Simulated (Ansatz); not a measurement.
Reaction (ligand exchange at a B–C bond): `O=CB[TeH]` + CH₃SH → `CSB[TeH]` + `C=O`

Gas-phase electronic energies from Ansatz, PBE0-D4/def2-TZVP geometries. CBS: MP2 limit from def2 TZ/QZ plus the TZ coupled-cluster correction, frozen cores. This one scheme is used for every species. Functionals use def2-TZVPP. HSE06 is defined as in plane-wave codes. def2 core potentials past Kr. For Te outer-core shells are correlated without core-valence functions, which leaves a few kJ/mol of doubt a bond. One conformer a species, not always the lowest.

```json
{"level": "B97M-V", "ΔE (kcal/mol)": "-20.8", "difference from CCSD(T)/CBS": "0.5"}
{"level": "CAM-B3LYP-D4", "ΔE (kcal/mol)": "-20.2", "difference from CCSD(T)/CBS": "1.1"}
{"level": "PBE0", "ΔE (kcal/mol)": "-20.9", "difference from CCSD(T)/CBS": "0.4"}
{"level": "HSE06", "ΔE (kcal/mol)": "-20.9", "difference from CCSD(T)/CBS": "0.4"}
{"level": "BHLYP", "ΔE (kcal/mol)": "-19.8", "difference from CCSD(T)/CBS": "1.5"}
{"level": "CCSD/def2-SVP", "ΔE (kcal/mol)": "-22.4", "difference from CCSD(T)/CBS": "-1.1"}
{"level": "CCSD/def2-TZVPP", "ΔE (kcal/mol)": "-20.7", "difference from CCSD(T)/CBS": "0.6"}
{"level": "HF/def2-QZVPP", "ΔE (kcal/mol)": "-19.4", "difference from CCSD(T)/CBS": "1.9"}
{"level": "SCS-MP2/def2-QZVPP", "ΔE (kcal/mol)": "-22.2", "difference from CCSD(T)/CBS": "-0.9"}
{"level": "CCSD/CBS(def2)", "ΔE (kcal/mol)": "-20.8", "difference from CCSD(T)/CBS": "0.5"}
{"level": "CCSD(T)/CBS", "ΔE (kcal/mol)": "-21.3", "difference from CCSD(T)/CBS": "0"}
```

Largest T1 diagnostic among the species: 0.017.

The D4 term adds −1.0 kcal/mol with B3LYP and −0.5 kcal/mol with PBE0; it sums over pairs of atoms, weighted by their polarisabilities, and B3LYP, whose exchange is more repulsive, gets the larger term. At CCSD(T), def2-SVP lies −1.4 kcal/mol from the extrapolated value and def2-TZVPP +0.1 kcal/mol. From BLYP to BHLYP (50 % exact exchange), in def2-TZVPP and without D4, ΔE moves by −0.9 kcal/mol.

B3LYP here is the variant with VWN-RPA as its local correlation; programs differ in this.
